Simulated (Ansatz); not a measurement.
Ansatz (a program for electronic structure) input:

Ansatz 0.2 input:
```yaml
crystal:
  periodic: [false, false, false]
  atoms:
    - {symbol: B, position_ang: [-0.80130280, 0.03717200, -0.01324711]}
    - {symbol: N, position_ang: [0.63022564, -0.02923583, 0.01041887]}
    - {symbol: H, position_ang: [-1.44493786, -0.80676648, 0.54991677]}
    - {symbol: H, position_ang: [-1.34513778, 0.93619658, -0.59604221]}
    - {symbol: H, position_ang: [1.20992710, 0.53957348, 0.63517377]}
    - {symbol: H, position_ang: [1.17508306, -0.65021282, -0.59574486]}
basis:
  gaussian:
    orbitals: def2-TZVP
hamiltonian:
  xc: b3lyp
  dispersion: d3bj
total_charge: 1
magnetization: {spin_polarized: true, initial_magnetization: 1}
phonons: {temperatures: {t_min: 298.15, t_max: 298.15, t_step: 100}}
```

Question: Which total energy does the run end on?

Answer: -81.69897 Eh (B3LYP-D3(BJ)/def2-TZVP). The basis has 86 functions.
